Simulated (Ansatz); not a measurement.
`O=C=NB(F)F` + `N[SiH3]` → `FB(F)N[SiH3]` + `N=C=O` at 500 K and 1 bar (ligand exchange at a B–N bond).

Computed with Ansatz on PBE0-D4/def2-TZVP structures; ΔE is electronic, products minus reactants. CCSD(T)/CBS adds triple-zeta CCSD(T) − MP2 to the extrapolated MP2 energy (def2 sets, frozen cores). This one scheme is used for every species. One conformer a species, not always the lowest.

```json
{"species": "`O=C=NB(F)F`", "CCSD(T)/CBS energy (Eh)": "-392.46591", "H − E (kJ/mol)": "97.3", "S (J/(mol·K))": "366.1"}
{"species": "`N[SiH3]`", "CCSD(T)/CBS energy (Eh)": "-346.80422", "H − E (kJ/mol)": "161.3", "S (J/(mol·K))": "303.9"}
{"species": "`FB(F)N[SiH3]`", "CCSD(T)/CBS energy (Eh)": "-570.75785", "H − E (kJ/mol)": "179.6", "S (J/(mol·K))": "399.1"}
{"species": "`N=C=O`", "CCSD(T)/CBS energy (Eh)": "-168.51995", "H − E (kJ/mol)": "77.7", "S (J/(mol·K))": "264.2"}
```

H − E and S are ideal-gas, rigid-rotor, harmonic terms from PBE0-D4/def2-TZVP, for one conformer and one mirror image of each species. 1 Eh = 2625.50 kJ/mol, R = 8.31446 J/(mol·K).

Task: By hand: ΔE, ΔH, ΔS and ΔG.

Result: ΔE = (-570.75785) + (-168.51995) − (-392.46591) − (-346.80422) = -0.00767 Eh = -20.1 kJ/mol. Δ(H − E) = 179.6 + 77.7 − 97.3 − 161.3 = -1.3, so ΔH = -21.4 kJ/mol. ΔS = 399.1 + 264.2 − 366.1 − 303.9 = -6.7 J/(mol·K). ΔG = -21.4 − 500 × (-6.7)/1000 = -18.0 kJ/mol.

Task: By hand: the equilibrium constant, and the temperature at which ΔG would vanish if ΔH and ΔS stayed fixed.

Result: log₁₀ K = −ΔG/(RT ln 10) = 1.9. ΔG = 0 at ΔH/ΔS = 3194 K, far beyond where these terms or the molecules hold.

The number of gas molecules stays the same, so ΔS is small and ΔH decides. A doubt of 5 kJ/mol in ΔE shifts log₁₀ K by 0.5 here. Other conformers and mirror images would add mixing entropy, several J/(mol·K) or more a flexible species. Modes under 60 cm⁻¹, often nearly free rotors, make the harmonic entropy too high. These are equilibria of isolated gas molecules and say nothing of rates. Largest T1 diagnostic: 0.018 (customary marks: 0.02 for closed shells, 0.045 for open ones).
